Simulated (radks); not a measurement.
Task: Successive ionisation energies (eV) of one element, from differences of total energies of ions in their ground configurations, starting at charge 44: 3664.8, 3782.2, 3934.8, 4057.6, 4181.3, 4305.9, 4431.1, 4892.0, 5002.0, 5110.4, 5254.0, 5366.7, 5477.7, 5919.9, 6041.4, 13661.2, 13964.1, 14261.9, 14665.1, 14977.5, 15284.6, 16545.0. Calculated with a radial shooting solver on a logarithmic mesh with Libxc functionals: scalar-relativistic Kohn-Sham, PBE, spin-polarised, spherical densities, finite nucleus; open shells are filled with parallel spins first (spin-orbit coupling, left out, can overturn this in heavy ions); Fermi nuclear charge, rms radius 5.2256 fm. Which element is it?

Result: Thulium (Z = 69). The first species listed is Tm44+ in [Ar] 3d7, the last Tm65+ in [He] 2s2.
